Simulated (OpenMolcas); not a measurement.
# Eu2+: effect of the metal basis and ligand basis

Eu2+ with 8 ligands (fluoride) in cubic eightfold coordination (Oh) at 2.56 Å. A charge of +0.75 e stands 3.2 Å behind each ligand.

```json
{
  "Program": "OpenMolcas 26.06",
  "Method": "CASSCF",
  "Spin-orbit coupling": "state interaction with AMFI integrals over the reference wave functions"
}
```

Fixed: active space 7 electrons in 7 orbitals (4f), DKH2 Hamiltonian.

States (labels of O, the rotations of Oh). Energies in cm-1 above the lowest state or level, χT in cm3 K/mol.

| Run | Metal basis | Ligand basis | Ground state | χT at 300 K | Cost |
| --- | --- | --- | --- | --- | --- |
| A | ANO-RCC-VDZP | ANO-RCC-VDZP | 8A1 | 7.859 | roughly 90 core-seconds |
| B | ANO-RCC-VTZP | ANO-RCC-VTZP | 8A1 | 7.858 | roughly 6 core-minutes |

Costs are those of the RASSCF and RASSI steps.

No quartet enters the spin-orbit mixing, so the splitting and order within the octet and the sextets are unsound, and g values and χT are rough. No measured value stands beside these numbers; the geometry is a model, was not optimised and need not be the one that this ion takes.
